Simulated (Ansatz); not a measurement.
Born–Oppenheimer molecular dynamics of GaH$_{3}$ (4 atoms, charge 0, multiplicity 1). It starts from a relaxed structure.

These are results of RKS revPBE/def2-SVP in Ansatz 0.2.0, not measurements.

- ensemble: NVE (velocity Verlet)
- time step: 0.5 fs
- steps asked: 250
- starting velocities drawn for: 2000 K
- seed: 517795

Frames 5 fs apart, positions in Å.

Velocities at 25.0 fs (Å/ps):

```
Ga 0.39 -0.44 1.25
H 2.08 10.16 -24.51
H -41.10 9.51 -18.80
H 12.21 10.71 -43.09
```

```xyz
4
Properties=species:S:1:pos:R:3 time_fs=25.0 energy_less_start_eV=0.253 T=1029
Ga -0.003 0.000 0.000
H 0.039 0.006 1.709
H 1.515 -0.002 -0.892
H -1.382 0.001 -0.845
4
Properties=species:S:1:pos:R:3 time_fs=30.0 energy_less_start_eV=0.197 T=1241
Ga 0.000 -0.002 0.006
H 0.041 0.052 1.501
H 1.214 0.042 -0.907
H -1.281 0.051 -1.005
4
Properties=species:S:1:pos:R:3 time_fs=35.0 energy_less_start_eV=0.286 T=895
Ga 0.000 -0.003 0.007
H 0.023 0.087 1.529
H 1.144 0.072 -0.994
H -1.177 0.077 -1.025
4
Properties=species:S:1:pos:R:3 time_fs=40.0 energy_less_start_eV=0.386 T=514
Ga -0.002 -0.004 0.005
H -0.003 0.095 1.710
H 1.356 0.075 -1.113
H -1.239 0.072 -0.971
4
Properties=species:S:1:pos:R:3 time_fs=45.0 energy_less_start_eV=0.118 T=1548
Ga 0.000 -0.002 0.003
H -0.015 0.060 1.617
H 1.409 0.039 -0.952
H -1.401 0.039 -0.851
4
Properties=species:S:1:pos:R:3 time_fs=50.0 energy_less_start_eV=0.275 T=946
Ga 0.002 0.000 -0.003
H -0.009 0.003 1.475
H 1.312 -0.020 -0.638
H -1.470 -0.014 -0.653
4
Properties=species:S:1:pos:R:3 time_fs=55.0 energy_less_start_eV=0.222 T=1144
Ga -0.001 0.003 -0.009
H -0.004 -0.046 1.653
H 1.506 -0.082 -0.537
H -1.459 -0.062 -0.490
4
Properties=species:S:1:pos:R:3 time_fs=60.0 energy_less_start_eV=0.484 T=136
Ga -0.002 0.004 -0.010
H 0.010 -0.066 1.739
H 1.653 -0.115 -0.549
H -1.509 -0.090 -0.484
4
Properties=species:S:1:pos:R:3 time_fs=65.0 energy_less_start_eV=0.153 T=1411
Ga 0.000 0.003 -0.005
H 0.031 -0.043 1.555
H 1.454 -0.096 -0.571
H -1.516 -0.086 -0.605
4
Properties=species:S:1:pos:R:3 time_fs=70.0 energy_less_start_eV=0.133 T=1489
Ga 0.001 0.001 0.000
H 0.037 0.011 1.500
H 1.291 -0.052 -0.739
H -1.376 -0.046 -0.766
4
Properties=species:S:1:pos:R:3 time_fs=75.0 energy_less_start_eV=0.270 T=963
Ga -0.002 -0.001 0.004
H 0.031 0.079 1.692
H 1.368 -0.005 -1.054
H -1.251 0.007 -0.940
4
Properties=species:S:1:pos:R:3 time_fs=80.0 energy_less_start_eV=0.365 T=595
Ga -0.001 -0.003 0.008
H 0.024 0.125 1.650
H 1.304 0.032 -1.138
H -1.232 0.051 -1.069
```

Of the whole run (125 fs, mean temperature of the second half 1036 K): The conserved energy stayed within 0.73 meV per atom of its start (net change 0.21 meV per atom), so the integration is sound. The temperature averaged 0.52 of the 2000 K drawn at the start: a run that starts near a minimum puts about half its kinetic energy into the potential. A run of 0.12 ps of so small a system gives no equilibrium averages.

Run time: 2.6 min on 1 thread of Arm Neoverse V1, with other jobs on the host, peak memory 0.084 GiB.
